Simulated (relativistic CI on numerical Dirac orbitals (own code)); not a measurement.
**Radial parameters of I²⁶⁺**

Calculated at this level of theory: Dirac-Coulomb-Breit CI, KLI orbitals optimised for each configuration, a model potential for QED, unscaled Slater integrals (own radial code, finite nucleus).

Slater integrals F^k, G^k are unscaled and averaged over j, outside the closed core [Ne]; ζ comes from projecting the Hamiltonian with its Breit term on Σ l·s of the shell.

- 3s²3p⁶3d⁹: ζ(3d) = 39395 cm⁻¹; <r>(3d) = 0.2758, <r^2>(3d) = 0.08908 (bohr units).
- 3s²3p⁵3d¹⁰: ζ(3p) = 318770 cm⁻¹; <r>(3p) = 0.3025, <r^2>(3p) = 0.1058 (bohr units).
- 3s²3p⁶3d⁸4s: F^2(3d,3d) = 369740, F^4(3d,3d) = 237570, ζ(3d) = 40316, G^2(3d,4s) = 37033 cm⁻¹; <r>(3d) = 0.2731, <r^2>(3d) = 0.08726, <r>(4s) = 0.6235, <r^2>(4s) = 0.4364 (bohr units).

(1) Give the Racah parameters of the d shell in 3s²3p⁶3d⁸4s.

Averages of the first 10 configurations, taken without configuration mixing, which lowers the lowest level and can move excited configurations by several eV; other configurations of the list can lie among them:

```tsv
Configuration	Parity	States	Average energy above the lowest level (eV)
3s²3p⁶3d⁹	even	10	5.0
3s²3p⁵3d¹⁰	odd	6	269.9
3s3p⁶3d¹⁰	even	2	448.0
3s²3p⁶3d⁸4s	even	90	595.1
3s²3p⁶3d⁸4p	odd	270	658.4
3s²3p⁶3d⁸4d	even	450	749.0
3s²3p⁴3d¹⁰4s	even	30	1119.3
3s²3p⁶3d⁸4f	odd	630	836.7
3s²3p⁵3d⁹4s	odd	120	854.7
3s²3p⁴3d¹⁰4p	odd	90	1182.9
```

## Answers

(1) B = F²/49 − 5F⁴/441 = 4852 cm⁻¹ and C = 35F⁴/441 = 18855 cm⁻¹.
